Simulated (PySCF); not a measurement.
Gas-phase reaction: ZrCl3OH + H2O2 ⇌ ZrCl2(OH)2 + HOCl

Computed with PySCF and rigid-rotor harmonic-oscillator thermochemistry at 1 bar. † marks an energy on the PBE0/def2-TZVP geometry and frequencies. MP2 freezes the core. All species are closed-shell singlets. B3LYP is the form with VWN-RPA correlation. Zr: scalar-relativistic def2 core potential, no spin-orbit coupling. ZrCl3OH, ZrCl2(OH)2: computed as isolated molecules; such fragments, hydroxides, amides, oligomers or adducts are transient or little studied in the gas. MP2 isn't extrapolated to the basis-set limit.

B3LYP/def2-TZVP† gives ΔH°(298 K) = -69 kJ.

Task: What do r2SCAN/def2-TZVP†, ωB97M-V/def2-TZVP†, MP2/def2-SVP† give?

Result: r2SCAN/def2-TZVP†: -62 kJ; ωB97M-V/def2-TZVP†: -70 kJ; MP2/def2-SVP†: -62 kJ. For scale, ΔH°(298 K) is -69 kJ at this level, -70 kJ at ωB97M-V/def2-TZVP†, and runs from -73 to -11 kJ over the 18 levels computed.
